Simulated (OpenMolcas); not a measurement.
Pt5+: moving or changing the point charges

Pt5+ among 6 point charges of -1.7 e arranged as an octahedron (Oh), 1.99 Å from the ion.

```yaml
Program: OpenMolcas 26.06
Method: CASSCF
Basis: ANO-RCC-VDZP [7s6p4d2f]
Scalar_Hamiltonian: DKH2, point nucleus
Active_space: 5 electrons in 5 orbitals (5d)
State_averaging: 2S+1 = 6 even, 1 root; 2S+1 = 4 even, 24 roots; 2S+1 = 2 even, 75 roots
Spin-orbit_coupling: state interaction with AMFI integrals over the reference wave functions
```

Runs around this geometry, states (labels of O, the rotations of Oh). Energies in cm-1 above the lowest state or level, χT in cm3 K/mol; 10Dq and B are least-squares fits to the states below 45000 cm-1, weighted by degeneracy, with a free offset, and given where the rms deviation is under 5 % of |10Dq| (or 100 cm-1) and under 700 cm-1.

| R (Å) | q (e) | Ground state | 10Dq | B (rms of fit) | First gap with spin-orbit (degeneracies) | χT at 300 K | First state of another spin |
| --- | --- | --- | --- | --- | --- | --- | --- |
| 1.99 | -0.85 | 6A1 | 3233 | 988 (34) | 86.5 (2, 4) | 4.007 | 4T1 28587 |
| 1.82 | -1.7 | 6A1 | 10084 | 964 (117) | 440.2 (2, 4) | 3.199 | 4T1 22543 |
| 1.99 | -1.7 | 6A1 | 6610 | 969 (74) | 213.5 (2, 4) | 3.805 | 4T1 25845 |
| 2.21 | -1.7 | 6A1 | 3976 | 973 (46) | 108.7 (2, 4) | 3.983 | 4T1 28099 |

Taking |10Dq| as R^-n, n = -ln(3976 / 10084) / ln(2.21 / 1.82) = 4.8 between the shortest and longest distance. The point-charge formula for a cubic d site gives n = 5.

Scaling the charges by -0.85 / -1.7 = 0.50 scales |10Dq| by 3233 / 6610 = 0.49; with fixed orbitals a first-order splitting would follow the charge.

Without dynamic correlation the repulsion within the d shell is too large (B by tens of per cent), so at a given field states of lower spin stand too high. Point charges give a weaker field than real ligands, and real ions of this kind are as a rule low spin; the high spin found here belongs to the model. This field is weak: 10Dq is about 3233 cm-1, while octahedral complexes of 5d ions of charge 3 and more, computed by the same method with explicit ligands, had a median near 35000 cm-1. Ground spin and moment need not be those of a real site (figures for R = 1.99, q = -0.85; the like holds for R = 1.82, q = -1.7, R = 1.99, q = -1.7, R = 2.21, q = -1.7). This is an electrostatic model: the charges have no orbitals. No measured value stands beside these numbers.
